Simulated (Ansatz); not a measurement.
C3H11SbSi, SMILES `C[CH2][Sb]([CH3])[SiH3]`. Total charge 0; spin multiplicity 1. Sb: def2 effective core potential. The structure was optimised at the PBE0-D4/def2-TZVP level. It is one conformer, not always the lowest.

```xyz
16

C     0.622   -0.969   -2.082
C    -0.093    0.169   -1.376
Sb    0.972    0.876    0.387
C    -0.682    2.049    1.150
Si    0.329   -1.184    1.781
H     0.086   -1.276   -2.985
H     0.710   -1.851   -1.441
H     1.633   -0.685   -2.384
H    -1.097   -0.122   -1.060
H    -0.193    1.037   -2.032
H    -0.488    2.319    2.187
H    -0.764    2.960    0.558
H    -1.614    1.488    1.087
H    -1.107   -1.528    1.568
H     0.535   -0.913    3.231
H     1.151   -2.370    1.412
```

Question: What is the dipole moment at ωB97M-V/def2-TZVPP? (Estimate.)

Answer: Computed: 1.01 D, with components (-0.58, 0.47, -0.68) D in this frame, pointing from negative to positive charge.

Question: And with PBE, r2SCAN, B3LYP? (Estimate.)

Answer: Computed: PBE 1.12 D, r2SCAN 1.11 D, B3LYP 1.04 D.

Question: Give the Mulliken charges with ωB97M-V, PBE, r2SCAN in def2-TZVPP. (An estimate is asked.)

Answer: Ansatz gave: 
| atom | ωB97M-V | PBE | r2SCAN |
| --- | --- | --- | --- |
| C1 | -0.30 | -0.25 | -0.14 |
| C2 | -0.45 | -0.35 | -0.28 |
| Sb3 | 0.37 | 0.41 | 0.38 |
| C4 | -0.60 | -0.53 | -0.45 |
| Si5 | -0.01 | 0.01 | 0.08 |
| H6 | 0.11 | 0.09 | 0.05 |
| H7 | 0.10 | 0.09 | 0.05 |
| H8 | 0.11 | 0.09 | 0.05 |
| H9 | 0.14 | 0.10 | 0.07 |
| H10 | 0.14 | 0.11 | 0.08 |
| H11 | 0.15 | 0.13 | 0.10 |
| H12 | 0.15 | 0.13 | 0.10 |
| H13 | 0.14 | 0.12 | 0.09 |
| H14 | -0.02 | -0.05 | -0.07 |
| H15 | -0.02 | -0.05 | -0.07 |
| H16 | -0.02 | -0.05 | -0.07 |

B3LYP here is the variant with VWN-RPA as its local correlation; programs differ in this.
